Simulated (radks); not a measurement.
Fractional charge and spin in the 6s shell of gadolinium: the spin-up occupation runs from 0 to 1 and the spin-down occupation from 0 to 1; the fullest corner is Gd, [Xe] 4f(up 3.5, down 3.5) 5d(up 0.5, down 0.5) 6s(up 1, down 1). Method: scalar-relativistic Kohn-Sham, PBE, spin-polarised, spherical densities, finite nucleus; Fermi nuclear charge, rms radius of each element as measured or else 0.836 A^(1/3) + 0.57 fm; computed with a radial shooting solver on a logarithmic mesh with Libxc functionals. Energy (eV) minus the two flat planes that join the four corners (they meet along the diagonal where the two added fractions sum to one electron); zero is where a piecewise linear energy would lie.

| down \ up | 0 | 0.5 | 1 |
|---|---|---|---|
| 0 | 0.000 | -0.677 | 0.000 |
| 0.5 | -0.677 | 0.181 | -0.596 |
| 1 | 0.000 | -0.596 | 0.000 |

Corners above the fullest one (they belong to Gd+ and the next ion): (up 1, down 0) 6.464 eV, (up 0, down 1) 6.464 eV, (up 0, down 0) 18.743 eV. With half an added electron in each spin the energy lies 0.181 eV from the planes, and with half an added electron in spin up alone -0.677 eV. The planes are only a guide here: the flat-plane condition holds for ground states with one frontier orbital, while this shell lies below other occupied shells, so the corners above the fullest one are inner-hole states and not the ground states of those ions.
